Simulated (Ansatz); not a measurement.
BH₃O₂S (`OB(O)S`) at its PBE0-D4/def2-TZVP geometry, where that method's forces vanish. The species carries charge 0 and has multiplicity 1.

```xyz
7

O    -0.6858    0.6372   -0.7565
B    -0.1402   -0.1677    0.2007
O    -0.9611   -0.8594    1.0300
S     1.6493   -0.4147    0.4860
H    -0.0557    1.0988   -1.3102
H    -1.8885   -0.6945    0.8379
H     2.0820    0.4003   -0.4879
```

(1) What forces (eV/Å) does r2SCAN-D4/def2-TZVPP give on these atoms in Ansatz? (Best estimate.)

## Answers

(1) Computed: 
```
O1  -0.103  0.094 -0.111
B2   0.116  0.004 -0.006
O3  -0.082 -0.103  0.123
S4   0.078 -0.021  0.025
H5   0.025  0.012 -0.014
H6  -0.025  0.008 -0.010
H7  -0.008  0.006 -0.007
```
